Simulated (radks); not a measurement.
Ionisation of neutral chromium, [Ar] 3d5 4s1, to [Ar] 3d5 as the strength of local exchange is varied. Calculated with a radial shooting solver on a logarithmic mesh with Libxc functionals: scalar-relativistic Kohn-Sham, Slater X-alpha exchange (alpha = 2/3 is LDA exchange), no correlation, spin-polarised, spherical densities, finite nucleus; open shells are filled with parallel spins first; Fermi nuclear charge, rms radius 3.6452 fm.

alpha  E(Cr) (hartree)  exchange (hartree)  IE (eV)  -e of the level emptied (eV)  <r> of it (bohr)
0.638      -1044.80490           -42.75011    7.001                    4.070 (4s)             3.361
0.665      -1046.61676           -44.64296    7.146                    4.206 (4s)             3.336
0.693      -1048.49931           -46.61298    7.297                    4.351 (4s)             3.311
0.696      -1048.70123           -46.82448    7.314                    4.367 (4s)             3.308
0.738      -1051.53249           -49.79409    7.544                    4.590 (4s)             3.270
0.745      -1052.00516           -50.29059    7.583                    4.628 (4s)             3.264
0.763      -1053.22165           -51.56935    7.683                    4.727 (4s)             3.248
x          -1046.75111           -44.78344    7.157                    4.217 (4s)             3.334

Which alpha was used in the last row?

Answer. alpha = 0.667. NIST Atomic Spectra Database: 6.767 eV (measured). The central value is not met in this range of alpha. Open shells are spherical and high-spin; term and fine-structure splittings are not resolved.
